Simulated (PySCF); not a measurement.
## Working out the ionisation energy of P⁺

P⁺ [Ne] 3s2 3p2 (3P) → P²⁺ [Ne] 3s2 3p1 (2P). All numbers are calculated (PySCF 2.14, the non-relativistic Hamiltonian (point nucleus), in cc-pV(T+d)Z). Frozen: [Ne]. Energies in hartree (1 hartree = 27.21139 eV):

```
            part   P⁺ (lower)  P²⁺ (upper)
             UHF  -340.352037  -339.647826
CCSD correlation    -0.082893    -0.064998
             (T)    -0.002337    -0.001050
```

Q: What does Hartree-Fock give?

A: (-339.647826) − (-340.352037) = 0.704211 hartree = 19.163 eV.

Q: What do CCSD and CCSD(T) give?

A: The CCSD correlation energies differ by 0.017895 hartree = 0.487 eV and the triples by 0.001287 hartree = 0.035 eV, so CCSD gives 19.650 eV and CCSD(T) 19.685 eV.

Reference: 19.769 eV (semi-empirical (NIST evaluation); NIST Atomic Spectra Database, ionization energies), between the lowest levels; spin-orbit coupling is absent from the calculation.

What remains against the reference includes basis incompleteness, the frozen core and higher excitations.
